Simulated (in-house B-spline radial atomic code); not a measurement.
The lutetium ion Lu⁷⁺: 1s1 2s2 2p6 3s2 3p6 3d10 4s2 4p6 4d10 4f13 5s2 5p4 (with a hole in an inner shell)

Computed with an all-electron radial atomic-structure program (B-spline basis): Dirac-Hartree-Fock, average of configuration, Fermi nucleus of rms radius 5.37 fm.

Z_r = [3n² - l(l+1)]/(2<r>); Z_e = n√(-2ε); the last column is Slater's effective charge. Values are occupation-weighted means over j. An effective charge above Z reflects the relativistic contraction of the inner shells.

```
shell  electrons   ε (eV)  <r> (bohr)    Z_r    Z_e  Slater
   1s          1   -64973     0.01927  77.83  69.10   71.00
   2s          2   -11360     0.08033  74.69  57.79   67.70
   2p          6   -10131      0.0715  69.93  54.58   67.70
   3s          2  -2732.8      0.2089  64.63  42.52   60.75
   3p          6  -2344.5      0.2076  60.20  39.38   60.75
   3d         10  -1835.7      0.1889  55.58  34.85   50.85
   4s          2  -665.15      0.4705  51.01  27.97   44.25
   4p          6  -531.91      0.4965  46.32  25.01   44.25
   4d         10  -344.58      0.5328  39.41  20.13   32.85
   5s          2  -173.23       1.096  34.21  17.84   15.90
   4f         13  -136.96      0.6214  28.97  12.69   21.80
   5p          4  -136.82       1.222  29.86  15.86   15.90
```

The least bound orbital is 5p3/2 at -133.6 eV, and it is also the most diffuse (<r> = 1.246 bohr). The part-filled 1s shell lies below the filled 5s shell in orbital energy.

Spin-orbit splittings of the orbital energies (j = l + 1/2 above j = l - 1/2 when positive): 2p 1176 eV, 3p 256 eV, 3d 56.2 eV, 4p 59.32 eV, 4d 11.29 eV, 4f 1.967 eV, 5p 9.735 eV.

For the 1s electron the small component carries 7.15 % of the norm, the zero-frequency Breit interaction raises the level by 76.35 eV, self-energy by 131.7 eV, and vacuum polarisation lowers it by 23.83 eV.
